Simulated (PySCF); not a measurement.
Compound: C4H6F4O2.
Atom-mapped SMILES: `[CH3:1][O:2][CH2:3][O:4][C@H:5]([F:6])[C:7]([F:8])([F:9])[F:10]` (hydrogens: H11, H12, H13 on C1; H14, H15 on C3; H16 on C5)

All values: PBE0/pcSseg-1 and CAM-B3LYP/def2-SVPD (PySCF, non-relativistic), on one gas-phase PBE0-D3(BJ)/def2-SVP geometry that isn't relaxed in the solvent. The solvent is an IEF-PCM continuum (cavity from Bondi-type radii × 1.2). The model holds no explicit solvent molecules, cavitation or dispersion.

Gas phase at PBE0/pcSseg-1: HOMO -8.59 eV, LUMO 1.41 eV, dipole 2.83 D.

Task: What does the continuum do to the energy, the frontier levels and the dipole at PBE0/pcSseg-1 in acetone and dimethylsulfoxide?

Result: 
```csv
solvent,ε,E(solvent) − E(gas) (kcal/mol),polarisation term (kcal/mol),distortion of the solute (kcal/mol),HOMO (eV),LUMO (eV),dipole (D)
acetone,20.49,-4.96,-5.42,0.46,-8.30,1.78,3.27
dimethylsulfoxide,46.83,-5.19,-5.70,0.51,-8.29,1.79,3.29
```

The first energy column is the sum of the next two and covers electrostatics alone. From acetone to dimethylsulfoxide the lowering changes by a factor 1.05, Onsager's factor (ε − 1)/(2ε + 1) by 1.04 and ε itself by 2.3.

Task: Which radius a makes the point-dipole formula ΔE = −[(ε − 1)/(2ε + 1)]·μ²/a³ give the value in dimethylsulfoxide, with the gas-phase dipole?

Result: μ = 1.113 au and |ΔE| = 0.00828 Eh give a = 2.21 Å; the farthest nucleus lies 3.32 Å from the centroid of the nuclei, so such a sphere wouldn't even hold the nuclei. The formula assumes a rigid point dipole at the centre of a sphere.

Task: Which Hirshfeld charges (PBE0/pcSseg-1) respond most in acetone (means over atoms taken as equivalent)?

Result: 
```
atoms         environment  gas (e)  solvent (e)  change
  H16    methine hydrogen   +0.042       +0.053  +0.011
   F6      alkyl fluorine   -0.112       -0.122  -0.010
   O2        ether oxygen   -0.137       -0.146  -0.009
  H15  methylene hydrogen   +0.050       +0.058  +0.008
   O4        ether oxygen   -0.141       -0.149  -0.008
  H14  methylene hydrogen   +0.051       +0.056  +0.005
```

Task: How do the nuclear quadrupole coupling constants eQVzz/h respond in acetone?

Result: 
| nucleus | Q (barn) | gas (MHz) | solvent (MHz) | η gas | η solvent |
| --- | --- | --- | --- | --- | --- |
| 17O at O2 | -0.0256 | -11.69 | -11.55 | 0.84 | 0.84 |
| 17O at O4 | -0.0256 | -11.36 | -11.27 | 0.76 | 0.75 |

Gas phase at CAM-B3LYP/def2-SVPD: HOMO -10.19 eV, LUMO 1.09 eV, dipole 2.96 D.

Task: What does the continuum do to the energy, the frontier levels and the dipole at CAM-B3LYP/def2-SVPD in acetone and dimethylsulfoxide?

Result: 
| solvent | ε | E(solvent) − E(gas) (kcal/mol) | polarisation term (kcal/mol) | distortion of the solute (kcal/mol) | HOMO (eV) | LUMO (eV) | dipole (D) |
| --- | --- | --- | --- | --- | --- | --- | --- |
| acetone | 20.49 | -5.20 | -5.81 | 0.61 | -9.86 | 1.28 | 3.49 |
| dimethylsulfoxide | 46.83 | -5.45 | -6.12 | 0.67 | -9.84 | 1.29 | 3.51 |

Task: How does the static polarisability (CAM-B3LYP/def2-SVPD, frozen core, with the continuum's full static response) change?

Result: 
```csv
medium,isotropic (au),principal values (au),⟨r²⟩ of the electrons (bohr²)
gas,62.0,"55.4, 60.9, 69.8",1520.8
acetone,77.1,"72.0, 76.4, 82.9",1520.6
dimethylsulfoxide,78.0,"73.1, 77.3, 83.6",1520.6
```

The isotropic value in dimethylsulfoxide is 1.26 times the gas-phase one; no cavity-field correction is applied. ⟨r²⟩ is taken about the centre of nuclear charge.

On Arm Neoverse V1, one thread (shared host), this took 35 s of wall time. This is the whole shielding run at PBE0/pcSseg-1 in dimethylsulfoxide, SCF included.

Shape of the structure used: `[CH3:1][O:2][CH2:3][O:4][C@H:5]([F:6])[C:7]([F:8])([F:9])[F:10]`: C1–O2–C3–O4 -66°, O2–C3–O4–C5 -66°, C3–O4–C5–F6 -85°, O4–C5–C7–F8 -63°.
